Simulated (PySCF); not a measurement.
O₄Rh, SMILES [O]=[Rh+](=[O])(=[O])=[O], charge +1, multiplicity 1.

The structure is a stationary point at B3LYP-D3(BJ)/def2-SVP. The multiplicity is an assumed one; other spin states were not compared. The def2 effective core potentials stand for the cores of Rh; spin–orbit coupling is left out.

Two levels are set side by side: TDDFT-PBE/def2-SVPD (PySCF) and TDDFT-LC-ωPBE/def2-SVPD (PySCF). Vertical, same geometry. The lowest singlet is HOMO→LUMO 97 % with PBE and HOMO−2→LUMO+1 89 % with the other functional; states are paired by order. Differences are taken from unrounded values.

```tsv
quantity	TDDFT-LC-ωPBE
lowest singlet excitation (eV)	1.65
lowest triplet excitation (TDA) (eV)	0.89
```

Q: What does TDDFT-PBE give, and how far is it from TDDFT-LC-ωPBE? (Estimate from the structure and the level; the computed values follow.)

A: 
```json
[
 {"quantity": "lowest singlet excitation (eV)", "TDDFT-PBE": "2.35", "TDDFT-PBE minus TDDFT-LC-ωPBE": "0.70"},
 {"quantity": "lowest triplet excitation (TDA) (eV)", "TDDFT-PBE": "1.56", "TDDFT-PBE minus TDDFT-LC-ωPBE": "0.67"}
]
```

Rough cost on one machine, each run with all the roots and properties that it gave: TDDFT-LC-ωPBE against TDDFT-PBE about 4 times.
